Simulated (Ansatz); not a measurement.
**From AlF3 to AlBr3: predicting a member**

On one Al centre, n of the F ligands are replaced by Br. The atomisation energy (no zero-point term) y in kJ/mol at CCSD(T)/def2-TZVPP. Shapes, held fixed at every level: PBE0-D4/def2-TZVP. Programs: Ansatz 0.2.0.

| molecule | n | y (kJ/mol) |
| --- | --- | --- |
| AlF3 | 0 | 1737 |
| AlBrF2 | 1 | ? |
| AlBr2F | 2 | 1310 |
| AlBr3 | 3 | 1098 |

Q: Fit y = c + s·n to the known rows and predict AlBrF2.

A: 
1. Means of the 3 rows: n = 1.66667, y = 1381.7.
2. Σ(Δn)² = 4.6667, Σ(Δn·Δy) = -994.33, so the slope is -994.33/4.6667 = -213.07.
3. Intercept: 1381.7 − (-213.07) × 1.66667 = 1736.8. The largest residual of the fit is 0.7.
4. AlBrF2: 1736.8 + (-213.07) × 1 = 1524 kJ/mol.

The run gave 1523 kJ/mol, so the prediction is off by +1 kJ/mol, at the rounding of the table. The steps are nearly additive. The slope is the difference between a Al–Br and a Al–F bond. Other levels give for AlBrF2: B3LYP-D4/def2-TZVPP 1525; BHLYP-D4/def2-TZVPP 1472; B2PLYP/def2-TZVPP 1539 kJ/mol. Spin-orbit coupling of the free atoms (F 2, Br 15 kJ/mol each; the atoms kept shift only the intercept) is left out. Relativity is left out for Br unless named. Correlated rows may include outer-core shells of Br, which these sets cover unevenly.
